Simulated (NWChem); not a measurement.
The numbers come from NWChem runs, not from measurements. System: C$_{2}$H$_{4}$N, charge 0, spin multiplicity 2, at a geometry optimised with UPBE0/def2-SVP. The structure started from a generated list of species. Its SCF solution wasn't tested for a lower state. Level: UMP2/cc-pVDZ, 3 core orbitals frozen.

Job file:

```
start mol
memory heap 200 mb stack 900 mb global 1100 mb
geometry units angstroms nocenter noautoz
  C     -1.299161     0.236940     0.000000
  N     -0.105208     0.481740     0.000000
  C      1.046562    -0.381298     0.000000
  H     -1.860226    -0.724203     0.000000
  H      1.664447    -0.163298    -0.884329
  H      1.664447    -0.163298     0.884329
  H      0.783386    -1.455230     0.000000
  symmetry group Cs
end
basis spherical
  * library cc-pvdz
end
scf
  uhf
  nopen 1
  maxiter 100
  thresh 1e-7
  semidirect memsize 60000000 filesize 0
  # guess.movecs holds the orbitals of an unrestricted PBE0 run
  vectors input guess.movecs output mol.movecs
end
mp2
  freeze core 3
end
task mp2 energy
```

Part of the output:

```
             Northwest Computational Chemistry Package (NWChem) 7.3.0
             --------------------------------------------------------

                                NWChem Input Module
                                -------------------

 Scaling coordinates for geometry "geometry" by  1.889725989
 (inverse scale =  0.529177249)

 Turning off AUTOSYM since
 SYMMETRY directive was detected!

                             Geometry "geometry" -> ""
                             -------------------------

 Output coordinates in angstroms (scale by  1.889725989 to convert to a.u.)

  No.       Tag          Charge          X              Y              Z
 ---- ---------------- ---------- -------------- -------------- --------------
    1 C                    6.0000    -1.29916100     0.23694000     0.00000000
    2 N                    7.0000    -0.10520800     0.48174000     0.00000000
    3 C                    6.0000     1.04656200    -0.38129800     0.00000000
    4 H                    1.0000    -1.86022600    -0.72420300     0.00000000
    5 H                    1.0000     1.66444700    -0.16329800    -0.88432900
    6 H                    1.0000     1.66444700    -0.16329800     0.88432900
    7 H                    1.0000     0.78338600    -1.45523000     0.00000000

 Effective nuclear repulsion energy (a.u.)      65.7368756623

            Nuclear Dipole moment (a.u.)
            ----------------------------
        X                 Y               Z
 ---------------- ---------------- ----------------
     0.0000075589     0.0000056692     0.0000000000

      Symmetry information
      --------------------

 Group name             Cs
 Group number              2
 Group order               2
 No. of unique centers     6

      Symmetry unique atoms

     1    2    3    4    5    7


 Summary of "ao basis" -> "" (spherical)
 ------------------------------------------------------------------------------
       Tag                 Description            Shells   Functions and Types
 ---------------- ------------------------------  ------  ---------------------
 *                          cc-pvdz                   on all atoms

 Summary of "ao basis" -> "ao basis" (spherical)
 ------------------------------------------------------------------------------
       Tag                 Description            Shells   Functions and Types
 ---------------- ------------------------------  ------  ---------------------
 C                          cc-pvdz                  6       14   3s2p1d
 N                          cc-pvdz                  6       14   3s2p1d
 H                          cc-pvdz                  3        5   2s1p

                                 NWChem SCF Module
                                 -----------------

  ao basis        = "ao basis"
  functions       =    62
  atoms           =     7
  alpha electrons =    12
  beta  electrons =    11
  charge          =   0.00
  wavefunction    = UHF
  use symmetry    = T
  symmetry adapt  = T

 Summary of "ao basis" -> "ao basis" (spherical)
 ------------------------------------------------------------------------------
       Tag                 Description            Shells   Functions and Types
 ---------------- ------------------------------  ------  ---------------------
 C                          cc-pvdz                  6       14   3s2p1d
 N                          cc-pvdz                  6       14   3s2p1d
 H                          cc-pvdz                  3        5   2s1p
[...]
    6 H    1     0.46   0.37  0.08  0.02
    7 H    1     0.49   0.38  0.10  0.01

   Mulliken analysis of the beta density
   -------------------------------------

    Atom       Charge   Shell Charges
 -----------   ------   -------------------------------------------------------
    1 C    6     2.43   1.00  0.29  0.22  0.63  0.24  0.05
    2 N    7     3.79   1.00  0.37  0.38  1.25  0.77  0.02
    3 C    6     2.90   1.00  0.32  0.18  0.96  0.39  0.05
    4 H    1     0.43   0.33  0.09  0.01
    5 H    1     0.48   0.38  0.08  0.01
    6 H    1     0.48   0.38  0.08  0.01
    7 H    1     0.48   0.38  0.09  0.01

   Mulliken analysis of the spin density
   -------------------------------------

    Atom       Charge   Shell Charges
 -----------   ------   -------------------------------------------------------
    1 C    6     1.12   0.00  0.11  0.11  0.58  0.33 -0.01
    2 N    7    -0.28  -0.00  0.01 -0.01 -0.15 -0.13  0.01
    3 C    6     0.11   0.00  0.02  0.00  0.07  0.02 -0.01
    4 H    1     0.08   0.06  0.01  0.00
    5 H    1    -0.02  -0.01 -0.01  0.00
    6 H    1    -0.02  -0.01 -0.01  0.00
    7 H    1     0.01  -0.00  0.01  0.00

       Multipole analysis of the density wrt the origin
       ------------------------------------------------

     L   x y z        total         alpha         beta         nuclear
     -   - - -        -----         -----         ----         -------
     0   0 0 0     -0.000000    -12.000000    -11.000000     23.000000

     1   1 0 0      0.206580      1.682210     -1.475638      0.000008
     1   0 1 0     -0.753307     -0.691971     -0.061341      0.000006
     1   0 0 1     -0.000000     -0.000000     -0.000000      0.000000

     2   2 0 0    -12.473332    -58.512350    -48.205122     94.244140
     2   1 1 0      0.847136     10.477919      7.983344    -17.614128
     2   1 0 1      0.000000     -0.000000      0.000000      0.000000
     2   0 2 0    -15.138310    -18.724935    -16.158443     19.745069
     2   0 1 1      0.000000     -0.000000      0.000000      0.000000
     2   0 0 2    -14.038765    -10.234233     -9.389947      5.585414

                   NWChem MP2 Semi-direct Energy/Gradient Module
                   ---------------------------------------------

  Basis functions       =     62
  Molecular orbitals    =     62
  Frozen core           =      3
  Frozen virtuals       =      0
  Active alpha occupied =      9
  Active beta occupied  =      8
  Active alpha virtual  =     50
  Active beta virtual   =     51
  Use MO symmetry       = T
  Use skeleton AO sym   = T

  AO/Fock/Back tols     =   1.0D-09  1.0D-09  1.0D-09

 GA uses MA = F    GA memory limited = T

 Available:
  local mem=  1.26D+08
 global mem=  1.44D+08
 local disk=  0.00D+00
  mp2_memr nvloc                    50
  nvloc new                    50
   1 passes of   9:        3145728                      19316                   2994737.
   1 passes of   9: M    126153758           G      144171512           F     123008030.

 Semi-direct pass number   1 of   1  for UHF alpha       at        0.8s
  vrange nnbf                  1953
  mp2_eaftype                    11  avail_ma_in_mb                  1099
 EAF : mp2_eaftype filesize          11    1497368.
  mp2_eaf for mointskh                     11
Node 0 wrote      7.0 Mb in      0.0 s     Agg I/O rate:  2378.9 Mb/s
 Done moints_semi at        1.4s
  mp2_eaftype                    11  avail_ma_in_mb                  1088
 EAF : mp2_eaftype filesize          11    1497368.
  mp2_eaf for kh                    11
 Done maket at        1.4s
 Done multipass loop at        1.4s

 GA uses MA = F    GA memory limited = T

 Available:
  local mem=  1.26D+08
 global mem=  1.44D+08
 local disk=  0.00D+00
  mp2_memr nvloc                    51
  nvloc new                    51
   1 passes of   8:        3145728                      18245                   2715849.
   1 passes of   8: M    126153758           G      144171512           F     123008030.

 Semi-direct pass number   1 of   1  for UHF beta        at        1.4s
  vrange nnbf                  1953
  mp2_eaftype                    10  avail_ma_in_mb                  1099
 EAF : mp2_eaftype filesize          10    1357924.
  mp2_eaf for mointskh                     10
Node 0 wrote      6.4 Mb in      0.0 s     Agg I/O rate:  2416.4 Mb/s
 Done moints_semi at        2.0s
  mp2_eaftype                    10  avail_ma_in_mb                  1089
 EAF : mp2_eaftype filesize          10    1357924.
  mp2_eaf for kh                    10
 Done maket at        2.1s
 Done multipass loop at        2.1s

          -------------------------------------------
          SCF energy                -132.435118742665
          Correlation energy          -0.410415454988
          Singlet pairs                0.000000000000
          Triplet pairs                0.000000000000
          Total MP2 energy          -132.845534197652
          -------------------------------------------

          ---------------------------------------------------
                    Spin Component Scaled (SCS) MP2
          Same spin pairs                     -0.100670507274
          Same spin scaling factor             0.333333333333
          Opposite spin pairs                 -0.309744947714
          Opposite spin scaling fact.          1.200000000000
          SCS-MP2 correlation energy          -0.405250773014
          Total SCS-MP2 energy              -132.840369515679
          ---------------------------------------------------

 -----------------------
 Performance information
 -----------------------

 Timer overhead =  9.66D-08 seconds/call

               Nr. of calls         CPU time (s)                 Wall time (s)                GFlops
             ---------------    -------------------     ------------------------------   -------------------
Name         Min   Avg   Max    Min     Avg     Max     Min     Avg     Max   Mx/calls   Min     Max     Sum
mp2: moin     2     2     2    1.2     1.2     1.2      1.2     1.2     1.2    0.61      0.0     0.0     0.0
mp2: make     2     2     2   5.79E-2 5.79E-2 5.79E-2  5.79E-2 5.79E-2 5.79E-2 2.89E-2   0.0     0.0     0.0
mp2: tota     1     1     1    1.3     1.3     1.3      1.3     1.3     1.3     1.3      0.0     0.0     0.0

 The average no. of pstat calls per process was 5.00D+00
 with a timing overhead of 4.83D-07s

 Task  times  cpu:        2.1s     wall:        2.1s

 Total times  cpu:        2.1s     wall:        2.1s
```
